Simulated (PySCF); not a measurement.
Shifts of the heteroatoms

Geometry (Å), atoms numbered from 1 in this order:
```xyz
17

C    -1.3786   -1.7966   -0.0872
C    -1.6699   -0.5173   -0.2090
C    -0.6529    0.5487   -0.5634
O     0.5901    0.0418   -0.8563
Si    1.9213   -0.0185    0.0849
C     2.9048   -1.1803   -1.0070
N     3.5533   -1.8930   -1.6255
C    -0.5836    1.4922    0.6213
O     0.3810    1.5678    1.3362
O    -1.6900    2.1975    0.8033
H    -0.3798   -2.1644   -0.2512
H    -2.1315   -2.5234    0.1624
H    -2.6678   -0.1310   -0.0583
H    -1.0235    1.1134   -1.4329
H     2.6806    1.2261    0.1289
H     1.7551   -0.7180    1.3557
H    -1.6158    2.7669    1.5881
```

All values are calculated (PySCF 2.14): geometry from GFN2-xTB, shielding tensors at PBE0/pcSseg-1 (GIAO). No relativistic terms, no solvent model, single conformer.

**Question.** Predict the $^{29}$Si NMR data.

**Answer.** 
| atoms | environment | σ (ppm) | δ (ppm) |
| --- | --- | --- | --- |
| Si5 | silicon bonded to C, O, 2 H | 413.3 | -59.8 |

Shieldings were converted by a linear fit to measured shifts: $^{29}$Si: δ = 279.94 − 0.822σ (rms 8.9 ppm, 72 shifts, 25.8 ppm with the 6 outliers that the fit left out vs TMS, solution or neat liquid). Occasional misses reach two or three times the rms, and more in compound classes unlike the fitted ones.

On a 500 MHz spectrometer $^{29}$Si resonates near 99.3 MHz, so 1 ppm is 99.3 Hz.

**Question.** Where does $^{15}$N resonate?

**Answer.** 
```tsv
atoms	environment	σ (ppm)	δ (ppm)
N7	nitrile nitrogen	-83.1	-71.5
```

Shieldings were converted by a linear fit to measured shifts: $^{15}$N (scatter 6.3 ppm rms vs CH3NO2, solution or neat liquid). A few per cent of atoms miss by over 2 rms, more outside the fitted compound classes.

On a 300 MHz spectrometer $^{15}$N resonates near 30.4 MHz, so 1 ppm is 30.4 Hz.

**Question.** Where does $^{17}$O resonate?

**Answer.** 
```json
{"atoms": "O9", "environment": "carbonyl oxygen", "σ (ppm)": "-64.5", "δ (ppm)": "325.4"}
{"atoms": "O10", "environment": "acid hydroxyl oxygen", "σ (ppm)": "138.4", "δ (ppm)": "140.6"}
{"atoms": "O4", "environment": "oxygen bonded to C, Si", "σ (ppm)": "317.1", "δ (ppm)": "-22.1"}
```

Shieldings were converted by a linear fit to measured shifts: $^{17}$O (scatter 10.7 ppm rms, 12.2 ppm with the 3 outliers that the fit left out vs liquid water, solution or neat liquid). Occasional misses reach two or three times the rms, and more in compound classes unlike the fitted ones.

On a 500 MHz spectrometer $^{17}$O resonates near 67.8 MHz, so 1 ppm is 67.8 Hz.

In solution the two oxygens of a carboxylic acid exchange roles by proton transfer and give one 17O line. Hydrogen bonding in solution shields acid and N–H amide carbonyl oxygens by tens of ppm.
